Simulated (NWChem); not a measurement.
Program: NWChem. System: diboron tetrafluoride (B2F4), charge 0, spin multiplicity 1, at a geometry optimised with B3LYP/def2-SVP. Level: TPSS/def2-TZVP.

Input file:

```
start mol
memory heap 200 mb stack 900 mb global 1100 mb
geometry units angstroms nocenter noautoz
  F      0.000000    -1.124344    -1.555462
  B      0.000000     0.000000    -0.861539
  F      0.000000     1.124344    -1.555462
  B      0.000000     0.000000     0.861539
  F      1.124344     0.000000     1.555461
  F     -1.124344     0.000000     1.555461
  symmetry group C2v
end
basis spherical
  * library def2-tzvp
end
dft
  xc xtpss03 ctpss03
  semidirect memsize 60000000 filesize 0
  iterations 100
  grid fine
end
task dft energy
```

Part of the output:

```
             Northwest Computational Chemistry Package (NWChem) 7.3.0
             --------------------------------------------------------

                                NWChem Input Module
                                -------------------

 Scaling coordinates for geometry "geometry" by  1.889725989
 (inverse scale =  0.529177249)

 Turning off AUTOSYM since
 SYMMETRY directive was detected!

                             Geometry "geometry" -> ""
                             -------------------------

 Output coordinates in angstroms (scale by  1.889725989 to convert to a.u.)

  No.       Tag          Charge          X              Y              Z
 ---- ---------------- ---------- -------------- -------------- --------------
    1 F                    9.0000     0.00000000    -1.12434400    -1.55546200
    2 B                    5.0000     0.00000000     0.00000000    -0.86153900
    3 F                    9.0000     0.00000000     1.12434400    -1.55546200
    4 B                    5.0000     0.00000000     0.00000000     0.86153900
    5 F                    9.0000     1.12434400     0.00000000     1.55546100
    6 F                    9.0000    -1.12434400     0.00000000     1.55546100

 Effective nuclear repulsion energy (a.u.)     202.7003659806

            Nuclear Dipole moment (a.u.)
            ----------------------------
        X                 Y               Z
 ---------------- ---------------- ----------------
     0.0000000000     0.0000000000    -0.0000340151

      Symmetry information
      --------------------

 Group name             C2v
 Group number             16
 Group order               4
 No. of unique centers     4

      Symmetry unique atoms

     1    2    4    5


 Summary of "ao basis" -> "" (spherical)
 ------------------------------------------------------------------------------
       Tag                 Description            Shells   Functions and Types
 ---------------- ------------------------------  ------  ---------------------
 *                         def2-tzvp                  on all atoms

                                 NWChem DFT Module
                                 -----------------

 Summary of "ao basis" -> "ao basis" (spherical)
 ------------------------------------------------------------------------------
       Tag                 Description            Shells   Functions and Types
 ---------------- ------------------------------  ------  ---------------------
 F                         def2-tzvp                11       31   5s3p2d1f
 B                         def2-tzvp                11       31   5s3p2d1f

 Summary of "ao basis" -> "ao basis" (spherical)
 ------------------------------------------------------------------------------
       Tag                 Description            Shells   Functions and Types
 ---------------- ------------------------------  ------  ---------------------
 F                         def2-tzvp                11       31   5s3p2d1f
 B                         def2-tzvp                11       31   5s3p2d1f

      Symmetry analysis of basis
      --------------------------

        a1         70
        a2         26
        b1         45
        b2         45

            General Information
            -------------------
          SCF calculation type: DFT
          Wavefunction type:  closed shell.
          No. of atoms     :     6
          No. of electrons :    46
           Alpha electrons :    23
            Beta electrons :    23
[...]
 d= 0,ls=0.0,diis     4   -449.5325728367 -1.43D-03  2.94D-04  5.89D-03     7.8
 d= 0,ls=0.0,diis     5   -449.5331047830 -5.32D-04  1.87D-05  3.22D-05     8.8
  Resetting Diis
 d= 0,ls=0.0,diis     6   -449.5331071955 -2.41D-06  3.45D-06  4.08D-07     9.7
 d= 0,ls=0.0,diis     7   -449.5331072229 -2.73D-08  4.89D-07  9.53D-09    10.6

         Total DFT energy =     -449.533107222864
      One electron energy =    -1026.898604787983
           Coulomb energy =      424.836287039559
    Exchange-Corr. energy =      -50.171155455090
 Nuclear repulsion energy =      202.700365980649

 Numeric. integr. density =       45.999999874971

     Total iterative time =      9.5s

                  Occupations of the irreducible representations
                  ----------------------------------------------

                     irrep           alpha         beta
                     --------     --------     --------
                     a1               11.0         11.0
                     a2                2.0          2.0
                     b1                5.0          5.0
                     b2                5.0          5.0

                       DFT Final Molecular Orbital Analysis
                       ------------------------------------

 Vector   21  Occ=2.000000D+00  E=-3.841451D-01  Symmetry=b1
              MO Center=  7.5D-15, -5.7D-15,  1.5D+00, r^2= 1.8D+00
   Bfn.  Coefficient  Atom+Function         Bfn.  Coefficient  Atom+Function
  ----- ------------  ---------------      ----- ------------  ---------------
   130      0.273007  5 F  px               161      0.273007  6 F  px
   132     -0.245425  5 F  pz               163      0.245425  6 F  pz
   133      0.214957  5 F  px               164      0.214957  6 F  px
   135     -0.198997  5 F  pz               166      0.198997  6 F  pz
   138     -0.137056  5 F  pz               169      0.137056  6 F  pz

 Vector   22  Occ=2.000000D+00  E=-3.841442D-01  Symmetry=b2
              MO Center= -4.1D-15, -1.6D-14, -1.5D+00, r^2= 1.8D+00
   Bfn.  Coefficient  Atom+Function         Bfn.  Coefficient  Atom+Function
  ----- ------------  ---------------      ----- ------------  ---------------
     7      0.273007  1 F  py                69      0.273007  3 F  py
     8     -0.245425  1 F  pz                70      0.245425  3 F  pz
    10      0.214957  1 F  py                72      0.214957  3 F  py
    11     -0.198997  1 F  pz                73      0.198997  3 F  pz
    14     -0.137056  1 F  pz                76      0.137056  3 F  pz

 Vector   23  Occ=2.000000D+00  E=-3.129213D-01  Symmetry=a1
              MO Center=  2.4D-14,  4.7D-15, -5.0D-06, r^2= 2.6D+00
   Bfn.  Coefficient  Atom+Function         Bfn.  Coefficient  Atom+Function
  ----- ------------  ---------------      ----- ------------  ---------------
    39     -0.212827  2 B  pz               101      0.212827  4 B  pz
     8      0.198188  1 F  pz                70      0.198188  3 F  pz
   132     -0.198187  5 F  pz               163     -0.198187  6 F  pz
    11      0.158186  1 F  pz                73      0.158186  3 F  pz
   135     -0.158185  5 F  pz               166     -0.158185  6 F  pz

 Vector   24  Occ=0.000000D+00  E=-6.173337D-02  Symmetry=b2
              MO Center=  2.8D-15,  3.6D-15,  6.4D-01, r^2= 2.3D+00
   Bfn.  Coefficient  Atom+Function         Bfn.  Coefficient  Atom+Function
  ----- ------------  ---------------      ----- ------------  ---------------
   103      0.454866  4 B  py               100      0.406736  4 B  py
   106      0.204805  4 B  py                44      0.196771  2 B  py
   131     -0.185979  5 F  py               162     -0.185979  6 F  py
   137     -0.173445  5 F  py               168     -0.173445  6 F  py
   134     -0.148717  5 F  py               165     -0.148717  6 F  py

 Vector   25  Occ=0.000000D+00  E=-6.173330D-02  Symmetry=b1
              MO Center=  1.0D-14, -5.5D-15, -6.4D-01, r^2= 2.3D+00
   Bfn.  Coefficient  Atom+Function         Bfn.  Coefficient  Atom+Function
  ----- ------------  ---------------      ----- ------------  ---------------
    40      0.454865  2 B  px                37      0.406736  2 B  px
    43      0.204804  2 B  px               105      0.196772  4 B  px
     6     -0.185979  1 F  px                68     -0.185979  3 F  px
    12     -0.173445  1 F  px                74     -0.173445  3 F  px
     9     -0.148717  1 F  px                71     -0.148717  3 F  px

 Vector   26  Occ=0.000000D+00  E= 2.025018D-02  Symmetry=a1
              MO Center= -2.6D-14,  2.9D-15,  8.3D-06, r^2= 7.6D+00
   Bfn.  Coefficient  Atom+Function         Bfn.  Coefficient  Atom+Function
  ----- ------------  ---------------      ----- ------------  ---------------
    35      1.630776  2 B  s                 97      1.630751  4 B  s
    36     -1.318672  2 B  s                 98     -1.318687  4 B  s
     5     -0.289006  1 F  s                 67     -0.289006  3 F  s
   129     -0.289006  5 F  s                160     -0.289006  6 F  s
    42     -0.255898  2 B  pz               104      0.255916  4 B  pz

 center of mass
 --------------
 x =   0.00000000 y =   0.00000000 z =  -0.00000073

 moments of inertia (a.u.)
 ------------------
         886.482623933040           0.000000000000           0.000000000000
           0.000000000000         886.482623933040           0.000000000000
           0.000000000000           0.000000000000         343.062385688551

     Multipole analysis of the density
     ---------------------------------

     L   x y z        total         alpha         beta         nuclear
     -   - - -        -----         -----         ----         -------
     0   0 0 0     -0.000000    -23.000000    -23.000000     46.000000

     1   1 0 0     -0.000000     -0.000000     -0.000000      0.000000
     1   0 1 0     -0.000000     -0.000000     -0.000000      0.000000
     1   0 0 1     -0.000001      0.000017      0.000017     -0.000034

     2   2 0 0    -22.924956    -52.091708    -52.091708     81.258460
     2   1 1 0      0.000000      0.000000      0.000000      0.000000
     2   1 0 1      0.000000      0.000000      0.000000      0.000000
     2   0 2 0    -22.924947    -52.091704    -52.091704     81.258460
     2   0 1 1     -0.000000     -0.000000     -0.000000      0.000000
     2   0 0 2    -25.666730   -181.607349   -181.607349    337.547968

 Task  times  cpu:       10.7s     wall:       10.7s

 Total times  cpu:       10.7s     wall:       10.7s
```
